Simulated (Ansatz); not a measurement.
Start from `NB(O)[TeH]` and change one atom or group to get `NCB(N)O`.

Ansatz, PBE0-D4/def2-TZVP geometries, multiplicity 1. Each molecule was computed in one conformer, which needn't be the lowest.

Elements past krypton have def2 core potentials.

| property | `NB(O)[TeH]` |
| --- | --- |
| HOMO energy (PBE/def2-TZVPP) / eV | -5.07 |
| LUMO energy (PBE0/def2-TZVPP) / eV | -0.11 |
| size of the dipole moment (PBE/def2-TZVPP) / D | 3.58 |
| HOMO energy (B3LYP/def2-TZVPP) / eV | -5.89 |
| size of the dipole moment (B3LYP/def2-TZVPP) / D | 3.61 |
| HOMO–LUMO gap (ωB97M-V/def2-TZVPP) / eV | 9.75 |

Question: Give the same properties after the change, and the shifts. (An estimate is asked.)

Answer: Computed: 
```tsv
property	`NCB(N)O`	shift
HOMO energy (PBE/def2-TZVPP) / eV	-5.62	-0.55
LUMO energy (PBE0/def2-TZVPP) / eV	0.77	0.88
size of the dipole moment (PBE/def2-TZVPP) / D	2.33	-1.25
HOMO energy (B3LYP/def2-TZVPP) / eV	-6.88	-0.99
size of the dipole moment (B3LYP/def2-TZVPP) / D	2.42	-1.19
HOMO–LUMO gap (ωB97M-V/def2-TZVPP) / eV	11.58	1.83
```

With PBE0 the HOMO falls by 0.99 eV and the LUMO rises by 0.88 eV, so the gap widens by about 1.87 eV. PBE moves the HOMO by -0.55 eV and ωB97M-V by -1.32 eV. Dipoles are sizes alone; their direction can turn.

B3LYP here is the variant with VWN-RPA as its local correlation; programs differ in this.

Spin–orbit coupling is left out; it splits and shifts lone-pair levels of the heavy atoms by tenths of an eV.
